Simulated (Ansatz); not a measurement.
C₃H₃, SMILES [CH][C][CH2+] (connectivity only; charge and spin as stated), charge +1, multiplicity 1.

Geometry optimised at B3LYP-D3(BJ)/def2-TZVP.

Two levels are set side by side: PBE/def2-TZVPD (Ansatz, a first-principles code) and PBE0/def2-TZVPD (Ansatz). Energy differences of separate SCF runs at the same geometry; the states with an electron removed or added have multiplicity 2 and 2. Differences are taken from unrounded values.

```json
[
 {"quantity": "vertical ionisation energy (eV)", "PBE0": "18.02"},
 {"quantity": "vertical electron affinity (eV)", "PBE0": "8.73"},
 {"quantity": "vertical singlet–triplet gap (eV)", "PBE0": "1.63"}
]
```

### Question
What does PBE give, and how far is it from PBE0? (An estimate is asked for; the answer gives what the named calculation found.)

### Answer

| quantity | PBE | PBE minus PBE0 |
|---|---|---|
| vertical ionisation energy (eV) | 18.09 | 0.07 |
| vertical electron affinity (eV) | 8.61 | -0.12 |
| vertical singlet–triplet gap (eV) | 1.77 | 0.14 |
